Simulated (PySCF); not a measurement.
PySCF input:

```python
from pyscf import gto, scf, dft

mol = gto.M(
    atom='''
    C    -1.96977657    0.13152986    0.09673017
    Si   -0.16308848    0.25617101    0.18199439
    F     0.33703742    0.16236814    1.68369152
    F     0.33340002    1.64327591   -0.40405878
    Cl    0.77336209   -1.22116537   -0.86755888
    H    -2.54090090    0.59753142   -0.69657291
    H    -2.53829335   -0.46408974    0.80007660
    ''',
    basis='def2-tzvpd',
    charge=0,
    spin=1,
    verbose=4,
)

mf = dft.UKS(mol, xc='m062x').density_fit(auxbasis='def2-universal-jkfit')
mf.grids.level = 4
mf.conv_tol = 1e-9
mf.max_cycle = 100
mf.max_memory = 1500
mf.kernel()
if not mf.converged:
    mf = mf.newton()
    mf.kernel(mf.make_rdm1())
for _ in range(2):
    mo, _, stable, _ = mf.stability(return_status=True)
    if stable:
        break
    mf.kernel(mf.make_rdm1(mo, mf.mo_occ))
mf.analyze()
```

Task: What final total energy does it print?

Result: -988.84671 Eh (M06-2X/def2-TZVPD).

It need not be the lowest isomer of its formula.
